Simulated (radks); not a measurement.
Values are calculated unless marked as measured or tabulated.
H I, configuration 1s0.75 2p0.25 (fractional occupations, a model configuration).

Level of theory: non-relativistic Kohn-Sham, LDA (Slater exchange, Perdew-Wang correlation), spin-polarised, spherical densities, point nucleus; open shells are filled with parallel spins first (a radial shooting solver on a logarithmic mesh with Libxc functionals).

Energy parts (eV):
total: -11.001
kinetic: 10.745
electron-nucleus: -21.616
Hartree: 5.602
exchange-correlation: -5.731

Orbitals (lengths in bohr, moments of r in powers of bohr; r(max) is where P^2 peaks):
\begin{tabular}{lrrr}
orbital & occ. & eigenvalue (eV) & r(max) \\ \hline
1s up & 0.75 & -9.4340 & 0.9776 \\
2s up & 0 & -0.8911 & 7.426 \\
2p up & 0.25 & -0.5963 & 7.935 \\
\end{tabular}

The highest occupied level is 2p up at -0.596 eV. The configuration is held as typed, so some empty levels lie below it. The spin density at the nucleus is 0.2508 e/bohr^3 (1s 0.2508), a Fermi contact field of 13.1 T. The electron density at the nucleus is 0.2508 e/bohr^3.
